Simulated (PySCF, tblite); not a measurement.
Isomers of C4H12FNSi2, one GFN2-xTB conformer each. Single-point energies are computed at PBE0/pcSseg-1 (PySCF, gas phase, no added dispersion term), electronic only.

| SMILES | GFN2-xTB relative energy (kJ/mol) |
| --- | --- |
| C[Si@@H](N[SiH3])C1(F)CC1 | 0.0 |
| C=NC([SiH3])([SiH3])CCF | 137.0 |

Conformers: `[CH3:1][Si@@H:2]([NH:3][SiH3:4])[C:5]1([F:6])[CH2:7][CH2:8]1` with C1–Si2–N3–Si4 -56°, C1–Si2–C5–F6 -87°; `[CH2:1]=[N:2][C:3]([SiH3:4])([SiH3:5])[CH2:6][CH2:7][F:8]` with C1–N2–C3–Si4 132°, N2–C3–C6–C7 72°, C3–C6–C7–F8 -174°.

Question: What does PBE0/pcSseg-1 give for the same structures?

Answer: 
```
                   SMILES  PBE0/pcSseg-1 E (Eh)  PBE0/pcSseg-1 (kJ/mol)  GFN2-xTB (kJ/mol)  point group
C[Si@@H](N[SiH3])C1(F)CC1            -892.59164                     0.0                0.0           C1
  C=NC([SiH3])([SiH3])CCF            -892.51532                   200.4              137.0           C1
```

Both levels put the same isomer lowest. As drawn, the lower has a three-membered ring and an N–H bond, which the higher lacks; the higher has a C=N bond, which the lower lacks.

Question: Which frontier levels, dipoles and rotational constants go with these structures?

Answer: 
```tsv
SMILES	HOMO (eV, PBE0/pcSseg-1)	LUMO (eV)	dipole (D)	A, B, C (MHz)
C[Si@@H](N[SiH3])C1(F)CC1	-7.25	0.36	0.91	2538, 760.6, 680.2
C=NC([SiH3])([SiH3])CCF	-7.29	-0.62	0.58	1619, 904.6, 847.9
```

Question: What happens when harmonic zero-point energies from GFN2-xTB frequencies are added?

Answer: 
| SMILES | ZPE (kJ/mol) | electronic (kJ/mol) | with ZPE (kJ/mol) |
| --- | --- | --- | --- |
| C[Si@@H](N[SiH3])C1(F)CC1 | 386.4 | 0.0 | 0.0 |
| C=NC([SiH3])([SiH3])CCF | 374.0 | 200.4 | 188.0 |

The zero-point energies span 12.4 kJ/mol. The order is unchanged.
